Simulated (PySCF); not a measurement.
Structure problem from calculated spectra and properties.

Formula: C2H11N3OSi3.

| Property | Result |
| --- | --- |
| UV, strongest line | among the 10 lowest singlet transitions: S5 at 6.70 eV (185 nm, f = 0.036) [TDDFT wB97X-D/def2-SVPD] |
| 13C NMR | chemical shifts (computed TMS as zero) by class: 241.3 (1 C), 35.5 (1 C) ppm [GIAO PBE0/pcSseg-1] |
| Valence photoelectron | vertical ionisation energy: 8.86 eV [ΔSCF wB97X-D/def2-SVPD] |
| NMR, other nuclei | isotropic shieldings of nuclei other than C and H, by class: 232 (2 N), 239 (1 N), -477 (1 O), 386 (2 Si), 399 (1 Si) ppm [GIAO PBE0/pcSseg-1] |
| UV, first state | lowest singlet excitation: 3.56 eV (348 nm, f = 0.001) [TDDFT wB97X-D/def2-SVPD] |
| 1H NMR | chemical shifts (computed TMS as zero) by class: 5.36 (2 H), 5.25 (1 H), 5.24 (2 H), 2.33 (3 H), 0.91 (2 H), 0.70 (1 H) ppm [GIAO PBE0/pcSseg-1] |
| Polarisability | 120.6 au [wB97X-D/def2-SVPD] |
| Triplet | lowest triplet excitation (Tamm–Dancoff): 2.95 eV [TDA wB97X-D/def2-SVPD] |
| Dipole | 2.67 D [wB97X-D/def2-SVPD] |
| Rotational structure | rotational constants A, B, C: 1.690, 0.692, 0.527 GHz [PBE0-D3(BJ)/def2-SVP] |

Gas-phase values; electronic properties from PySCF, density fitting. Levels stand in brackets. One conformer (not necessarily the lowest) at the PBE0-D3(BJ)/def2-SVP geometry, without solvent, vibrations or thermal averaging. Each NMR value is the plain mean over a class of atoms that symmetry, rotation or inversion makes alike.

Task: Give a SMILES that accounts for the data.

Result: Numbering: `[CH3:1][C:2](=[O:3])[SiH:4]1[NH:5][SiH2:6][NH:7][SiH2:8][NH:9]1`. Its formula, C2H11N3OSi3, gives 2 degrees of unsaturation: 1 ring and 1 π bond in the structure found. 2 carbons fall into 2 classes; from least to most shielded: carbonyl carbon [C2] (241.3 ppm), methyl carbon next to a carbonyl [C1] (35.5 ppm). Hydrogen classes from least to most shielded: 2 H on 2 SiH2 silicons, Si6/Si8 (5.36 ppm), 1 H on an SiH silicon, Si4 (5.25 ppm), 2 H on 2 SiH2 silicons, Si6/Si8 (5.24 ppm), 3 H on a methyl carbon next to a carbonyl, C1 (2.33 ppm), 2 H on 2 like atoms (nitrogen bridging silicon atoms), N5/N9 (0.91 ppm, a mean of values up to 1.8 ppm apart in this geometry), 1 H on a nitrogen bridging silicon atoms, N7 (0.70 ppm). The other shieldings belong to: 232 ppm, nitrogen bridging silicon atoms [N5/N9]; 239 ppm, nitrogen bridging silicon atoms [N7]; -477 ppm, carbonyl oxygen [O3]; 386 ppm, SiH2 silicon [Si6/Si8]; 399 ppm, SiH silicon [Si4]. The first electron is taken from the HOMO, whose largest Löwdin shares are 0.39 on the carbonyl oxygen, 0.15 on the carbonyl carbon, 0.12 on the SiH silicon and 0.10 on a nitrogen bridging silicon atoms. The optimised geometry has point group C1 and is an asymmetric top. Structure: `CC(=O)[SiH]1N[SiH2]N[SiH2]N1`. The assignments are read from this structure; whether some other isomer fits the data as well wasn't checked.
